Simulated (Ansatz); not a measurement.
Spectroscopic constants of AgO, multiplicity 2 (lowest of 2S+1 = 2, 4 at CCSD(T)/def2-TZVPP on PBE0 minima; our sources give no spin for the ground state, which may be another). No spin–orbit coupling.

Constants: fifth-degree fit in 1/R to seven points, most abundant isotopes. In def2 and cc sets the state is the lowest found near the PBE0 minimum, followed along R.

Programs: Ansatz (an electronic-structure program). Values without a source in brackets are computed. In def2 rows elements past Kr take small-core potentials, without spin–orbit coupling.

```json
[
 {"level": "PBE/def2-TZVPP", "r_e (Å)": "1.966", "ω_e (cm⁻¹)": "490", "B_e (cm⁻¹)": "0.314", "α_e (cm⁻¹)": "0.0030", "dipole (D)": "4.18"},
 {"level": "r2SCAN/def2-TZVPP", "r_e (Å)": "1.966", "ω_e (cm⁻¹)": "503", "B_e (cm⁻¹)": "0.313", "α_e (cm⁻¹)": "0.0027", "dipole (D)": "4.46"},
 {"level": "B97M-V/def2-TZVPP", "r_e (Å)": "1.988", "ω_e (cm⁻¹)": "487", "B_e (cm⁻¹)": "0.307", "α_e (cm⁻¹)": "0.0027", "dipole (D)": "4.42"},
 {"level": "B3LYP/def2-TZVPP", "r_e (Å)": "2.003", "ω_e (cm⁻¹)": "479", "B_e (cm⁻¹)": "0.302", "α_e (cm⁻¹)": "0.0026", "dipole (D)": "4.67"},
 {"level": "PBE0/def2-TZVPP", "r_e (Å)": "1.993", "ω_e (cm⁻¹)": "491", "B_e (cm⁻¹)": "0.305", "α_e (cm⁻¹)": "0.0025", "dipole (D)": "4.85"},
 {"level": "BHLYP/def2-TZVPP", "r_e (Å)": "2.022", "ω_e (cm⁻¹)": "494", "B_e (cm⁻¹)": "0.296", "α_e (cm⁻¹)": "0.0024", "dipole (D)": "5.47"},
 {"level": "CAM-B3LYP/def2-TZVPP", "r_e (Å)": "1.992", "ω_e (cm⁻¹)": "504", "B_e (cm⁻¹)": "0.305", "α_e (cm⁻¹)": "0.0024", "dipole (D)": "5.08"},
 {"level": "wB97X-V/def2-TZVPP", "r_e (Å)": "2.001", "ω_e (cm⁻¹)": "503", "B_e (cm⁻¹)": "0.303", "α_e (cm⁻¹)": "0.0022", "dipole (D)": "5.37"},
 {"level": "wB97M-V/def2-TZVPP", "r_e (Å)": "2.008", "ω_e (cm⁻¹)": "497", "B_e (cm⁻¹)": "0.301", "α_e (cm⁻¹)": "0.0022", "dipole (D)": "5.32"},
 {"level": "B2PLYP/def2-TZVPP", "r_e (Å)": "1.999", "ω_e (cm⁻¹)": "493", "B_e (cm⁻¹)": "0.303", "α_e (cm⁻¹)": "0.0023", "dipole (D)": "-"},
 {"level": "CCSD/def2-TZVPP", "r_e (Å)": "2.008", "ω_e (cm⁻¹)": "498", "B_e (cm⁻¹)": "0.300", "α_e (cm⁻¹)": "0.0024", "dipole (D)": "-"},
 {"level": "CCSD/def2-QZVPP", "r_e (Å)": "2.010", "ω_e (cm⁻¹)": "499", "B_e (cm⁻¹)": "0.300", "α_e (cm⁻¹)": "0.0023", "dipole (D)": "-"},
 {"level": "CCSD(T)/def2-TZVPP", "r_e (Å)": "2.000", "ω_e (cm⁻¹)": "494", "B_e (cm⁻¹)": "0.303", "α_e (cm⁻¹)": "0.0025", "dipole (D)": "-"},
 {"level": "CCSD(T)/def2-QZVPP", "r_e (Å)": "2.001", "ω_e (cm⁻¹)": "494", "B_e (cm⁻¹)": "0.303", "α_e (cm⁻¹)": "0.0023", "dipole (D)": "-"},
 {"level": "CCSD(T)/CBS(def2-TZVPP, def2-QZVPP)", "r_e (Å)": "2.001", "ω_e (cm⁻¹)": "495", "B_e (cm⁻¹)": "0.303", "α_e (cm⁻¹)": "0.0023", "dipole (D)": "-"}
]
```

Correlated levels freeze the inner cores; with def2 sets outer-core shells near the valence are correlated too. CBS: X⁻³ extrapolation of the correlation energy, Hartree–Fock from the larger set.
